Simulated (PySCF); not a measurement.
Ga(NH2)3 (GaH₆N₃), SMILES [NH2][Ga]([NH2])[NH2]. Geometry: PBE-D3(BJ)/def2-SVP. The structure was generated by enumeration; whether it is a known compound was not checked. The values are those of a single conformer.

**Question.** Give the equilibrium geometry at PBE-D3(BJ)/def2-SVP (PySCF confirms it by a frequency run) as Cartesian coordinates in Å, and its point group. (The exact figures need the calculation; the answer reports its results.)

**Answer.** This is not unique; one that fits is point group Cs.
```xyz
10

Ga     0.0116     0.0021     0.0000
N     -0.0931     0.9148    -1.5977
H      0.2116     1.8914    -1.6206
H      0.2395     0.4417    -2.4419
N      0.0812    -1.8407     0.0000
H     -0.2633    -2.3276     0.8320
H     -0.2633    -2.3276    -0.8320
N     -0.0931     0.9148     1.5977
H      0.2395     0.4417     2.4419
H      0.2116     1.8914     1.6206
```
Charge 0, spin multiplicity 1.
